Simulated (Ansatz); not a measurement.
Relaxation of H5N3OW (10 atoms, charge 0, multiplicity 1), to a largest force component of 0.015 eV/Å in at most 40 steps.

All numbers below come from RKS PBE-D4/def2-SVP in Ansatz.

```xyz
10
Properties=species:S:1:pos:R:3
N -1.274 0.319 -1.286
W 0.137 0.153 -0.200
N 1.211 -1.177 -0.725
N -0.634 -0.465 1.558
O 1.073 1.785 0.029
H -1.953 0.259 -2.048
H 1.673 -1.932 -1.236
H -0.815 0.134 2.370
H -0.643 -1.433 1.890
H 1.596 2.581 -0.111
```

Question: Where does it end, and by what steps?

Answer: The run converged. After 26 steps the energy has fallen by 0.546 eV; H8 moved furthest, 0.84 Å.

```csv
step,energy less start (eV),largest force component (eV/Å),accepted
0,0.0000,0.870,yes
1,-0.1807,1.211,yes
2,-0.2582,1.125,yes
3,-0.3560,0.613,yes
4,-0.4241,0.826,yes
5,-0.4913,0.300,yes
6,-0.5027,0.161,yes
7,-0.5055,0.150,yes
8,-0.5077,0.066,yes
9,-0.5082,0.021,yes
10,-0.5102,0.229,yes
11,-0.5085,0.518,no
12,-0.5132,0.063,yes
13,-0.5186,0.202,yes
14,-0.4994,1.322,no
15,-0.5242,0.156,yes
16,-0.5301,0.135,yes
17,-0.5371,0.176,yes
18,-0.5340,0.503,no
19,-0.5419,0.125,yes
20,-0.5456,0.078,yes
21,-0.5459,0.037,yes
22,-0.5458,0.171,no
23,-0.5461,0.019,yes
24,-0.5462,0.017,yes
25,-0.5462,0.020,no
26,-0.5462,0.006,yes
```

```xyz
10
Properties=species:S:1:pos:R:3
N -1.143 0.537 -1.170
W 0.233 0.110 -0.135
N 1.192 -1.265 -0.706
N -0.528 -0.421 1.597
O 1.424 1.625 0.002
H -1.764 0.451 -1.979
H 1.486 -2.028 -1.320
H -1.461 -0.149 1.918
H -0.139 -1.155 2.195
H 1.070 2.518 -0.162
```

Time of the run: 52 s on 2 threads of Intel(R) Xeon(R) Platinum 8375C CPU @ 2.90GHz (Ice Lake), with other jobs on the host, peak memory 0.18 GiB.
